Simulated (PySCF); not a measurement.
# A ladder for the ionisation energy of Sm

Sm [Xe] 4f6 6s2 (7F) → Sm⁺ [Xe] 4f6 6s1 (8F). Scalar values calculated with PySCF 2.14 in ANO-RCC-VTZP (spin-free X2C; valence: [Kr] 4d10 frozen; valence and next inner shell: [Ar] 3d10 frozen). The spin-orbit shift comes from two-component X2C-1e calculations (generalised Hartree-Fock, GHF, and MP2 on its spinors, GMP2) in x2c-TZVPall-2c with one added diffuse shell each of s, p, d, f type: GMP2 gives 5.527 eV without and 5.529 eV with screened spin-orbit coupling, a shift of 0.002 eV (GHF: 0.001 eV). Sums use unrounded values; where a UHF row is shifted, it takes the GHF shift.

| method | scalar (eV) | plus spin-orbit shift (eV) | error (eV) |
| --- | --- | --- | --- |
| UHF | 4.590 | 4.591 | -1.052 |
| r2SCAN0 | 5.260 | 5.262 | -0.382 |
| B97-3 | 5.701 | 5.704 | 0.060 |
| MP2 (valence) | 5.476 | 5.478 | -0.166 |
| SCS-MP2 (valence) | 5.540 | 5.543 | -0.101 |
| CCSD (valence) | 5.453 | 5.456 | -0.188 |
| CCSD(T) (valence) | 5.555 | 5.557 | -0.087 |
| LDA | 5.779 | 5.781 | 0.138 |
| PBE | 5.562 | 5.565 | -0.079 |
| PBE0 | 5.461 | 5.463 | -0.181 |
| r2SCAN | 5.227 | 5.230 | -0.414 |
| MP2 (valence and next inner shell) | 5.505 | 5.508 | -0.136 |
| SCS-MP2 (valence and next inner shell) | 5.549 | 5.552 | -0.092 |

Reference: 5.644 eV (measured; NIST Atomic Spectra Database, ionization energies).

The errors of the correlated levels include the incompleteness of the basis and the frozen core, so a lower level can come closer by cancellation.
